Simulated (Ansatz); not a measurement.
Steps of a relaxation of ClF2H3Si2 (`F[SiH](F)[SiH2]Cl`) with RKS PBE0-D4/def2-TZVP.

```sh
$ ansatz run in.yaml --threads 4 --pin off --events-out ev --progress --plain --max-ram 10444MiB
```

```yaml
crystal:
  periodic: [false, false, false]
  atoms:
    - {symbol: F, position_ang: [0.034747, -0.049964, 2.267875]}
    - {symbol: Si, position_ang: [0.813264, -0.169029, 0.837960]}
    - {symbol: F, position_ang: [1.440621, -1.676153, 0.748289]}
    - {symbol: Si, position_ang: [-0.739919, 0.061713, -0.911684]}
    - {symbol: Cl, position_ang: [-1.428339, 2.031118, -0.847793]}
    - {symbol: H, position_ang: [1.941292, 0.815836, 0.837615]}
    - {symbol: H, position_ang: [-0.079174, -0.180367, -2.238632]}
    - {symbol: H, position_ang: [-1.890291, -0.890153, -0.749431]}
basis:
  gaussian: {orbitals: def2-TZVP}
hamiltonian: {xc: pbe0, dispersion: d4}
relax: {f_tol: 0.005, max_steps: 150}
```

Positions (Å) and forces (eV/Å) along the path, 6 of 6 steps:

```xyz
8
step=1 energy=-33752.8011 eV
F     0.035   -0.050    2.268    0.679   -0.110   -1.174
Si    0.813   -0.169    0.838   -0.012   -0.860    0.926
F     1.441   -1.676    0.748   -0.474    1.232    0.124
Si   -0.740    0.062   -0.912   -0.196    0.124   -0.159
Cl   -1.428    2.031   -0.848    0.154   -0.508   -0.030
H     1.941    0.816    0.838   -0.235   -0.250    0.051
H    -0.079   -0.180   -2.239   -0.141    0.099    0.285
H    -1.890   -0.890   -0.749    0.225    0.272   -0.023
8
step=2 energy=-33752.8563 eV
F     0.043   -0.049    2.243    0.369   -0.075   -0.715
Si    0.813   -0.176    0.829    0.049   -0.656    0.756
F     1.460   -1.659    0.771   -0.352    0.753    0.016
Si   -0.739    0.054   -0.911   -0.089    0.024   -0.119
Cl   -1.427    1.995   -0.853    0.025   -0.012    0.022
H     1.932    0.797    0.847   -0.068   -0.030   -0.033
H    -0.087   -0.160   -2.231   -0.034   -0.026    0.076
H    -1.903   -0.858   -0.751    0.099    0.021   -0.003
8
step=3 energy=-33752.8780 eV
F     0.049   -0.059    2.227    0.004    0.013   -0.024
Si    0.808   -0.174    0.834   -0.025   -0.122    0.040
F     1.436   -1.637    0.759    0.012    0.014    0.010
Si   -0.738    0.056   -0.913    0.067   -0.015    0.064
Cl   -1.412    1.996   -0.842   -0.048    0.089   -0.020
H     1.921    0.798    0.845    0.032    0.053   -0.010
H    -0.088   -0.174   -2.224    0.003   -0.006   -0.048
H    -1.885   -0.863   -0.743   -0.046   -0.026   -0.011
8
step=4 energy=-33752.8788 eV
F     0.048   -0.061    2.224   -0.021   -0.002    0.027
Si    0.812   -0.187    0.835    0.033    0.032    0.017
F     1.453   -1.644    0.779   -0.020    0.003   -0.025
Si   -0.737    0.062   -0.910   -0.006   -0.026   -0.010
Cl   -1.422    2.004   -0.851    0.019   -0.021    0.010
H     1.918    0.796    0.838    0.009    0.006   -0.006
H    -0.092   -0.169   -2.226    0.002    0.006   -0.010
H    -1.887   -0.859   -0.746   -0.017    0.002   -0.004
8
step=5 energy=-33752.8793 eV
F     0.049   -0.062    2.228    0.002    0.002    0.002
Si    0.813   -0.183    0.838   -0.025   -0.002   -0.020
F     1.450   -1.640    0.773    0.002    0.001   -0.001
Si   -0.738    0.057   -0.911    0.022   -0.004    0.017
Cl   -1.415    2.001   -0.848    0.002    0.005    0.001
H     1.919    0.801    0.841   -0.003    0.002   -0.001
H    -0.093   -0.172   -2.227    0.000    0.000    0.000
H    -1.894   -0.858   -0.751   -0.001   -0.003    0.002
8
step=6 energy=-33752.8794 eV
F     0.049   -0.068    2.229    0.000    0.000   -0.003
Si    0.811   -0.183    0.838    0.000   -0.001   -0.001
F     1.455   -1.638    0.769    0.001    0.000    0.000
Si   -0.737    0.056   -0.910   -0.002   -0.001    0.002
Cl   -1.408    2.002   -0.849    0.002    0.001    0.000
H     1.912    0.805    0.841    0.000    0.002    0.001
H    -0.093   -0.177   -2.226    0.002    0.000    0.000
H    -1.896   -0.855   -0.748   -0.002   -0.001    0.001
```

Hardware: 4 threads of an Arm Neoverse V1 on a shared host. Wall time 20 s, peak host memory 0.5 GiB.
